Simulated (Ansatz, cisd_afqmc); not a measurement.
System: S, charge 0, triplet.

Total energies in cc-pVQZ-DK, 6 correlated electrons, 5 frozen orbitals. UHF or UKS for unpaired electrons; spin-orbit terms are left out. The -DK rows use spin-free X2C. AFQMC is phaseless with a CISD trial state; ± is one standard error, without the phaseless bias. Outlying blocks are dropped, and bars are widened where a walk drifts. Over all cases where full CI ran beside it in this data, AFQMC minus full CI had a median of +0.1 mEh and passed +0.4 mEh in a tenth of the cases.

| method | program | energy (Eh) | minus CCSDTQ (mEh) |
|---|---|---|---|
| HF | Ansatz | -398.59432 | 155.51 |
| MP2 | Ansatz | -398.72166 | 28.16 |
| CCSD | Ansatz | -398.74310 | 6.73 |
| CCSD(T) | Ansatz | -398.74882 | 1.00 |
| CCSDT(Q) | Ansatz | -398.74981 | 0.02 |
| CCSDTQ | Ansatz | -398.74983 | 0.00 |
| AFQMC/CISD | cisd_afqmc | -398.7493 ± 0.0001 | 0.5 ± 0.1 |

Ansatz is an electronic-structure program.
